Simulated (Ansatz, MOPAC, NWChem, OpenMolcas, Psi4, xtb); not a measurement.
**CH6GeO (SMILES C[O][GeH3]): methods side by side**

CH6GeO, singlet, SMILES `C[O][GeH3]`. Each level relaxes the structure for itself.

Quantity: the highest harmonic wavenumber at each level's own minimum, in cm⁻¹. The values are calculated.

```tsv
level	kind	program	value (cm⁻¹)
AM1	semi-empirical	MOPAC	3122
PM6-D3	semi-empirical	MOPAC	2745
PM7	semi-empirical	MOPAC	2732
GFN2-xTB	semi-empirical	xtb	2982
HF/3-21G	Hartree–Fock	OpenMolcas	3276
HF/6-31G* (Cartesian functions)	Hartree–Fock	OpenMolcas	3279
B3LYP-D3(BJ)/6-31G*/LANL2DZ (core potential, spherical functions)	global hybrid	NWChem	3111
PBE0-D4/def2-TZVP	global hybrid	Ansatz	3103
PBE0-D4/def2-SVP (density fitting)	global hybrid	Psi4	3120
```

All-electron rows without a relativistic Hamiltonian named are non-relativistic, while core potentials hold scalar relativity, so basis and relativity change together. Harmonic and unscaled. The values span 2732 to 3279 cm⁻¹.
